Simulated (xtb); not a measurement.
HfF3, SMILES [F][Hf+]([F])[F], charge +1, multiplicity 1. All values are semi-empirical tight-binding results from xtb (GFN2-xTB unless named), good for trends rather than for accurate numbers. The structure is a stationary point at GFN2-xTB. The spin state was assumed, not searched. The isomer is the one that the SMILES or the coordinates give; other isomers of the formula were not compared.

Optimised geometry:

Bond lengths (Å): Hf1–F2 1.862, Hf1–F3 1.862, Hf1–F4 1.862. Angles (°): F2–Hf1–F3 96.7, F2–Hf1–F4 96.7, F3–Hf1–F4 96.7.
Charge +1, spin multiplicity 1.

For metal compounds this method's bond lengths and energies can be far off.

| Property | Value |
|---|---|
| point group as xtb finds it | C3v |
| orbital gap | 4.45 eV |
| zero-point energy | 2.7 kcal/mol |
| G − E(el) at 298.15 K (modified RRHO) | -16.0 kcal/mol |

Computed atomic charges and the Wiberg bond orders between heavy atoms:
charges (e) Hf1 1.34, F2 -0.11, F3 -0.11, F4 -0.11. Bond orders Hf1–F2 1.17, Hf1–F3 1.17, Hf1–F4 1.17.
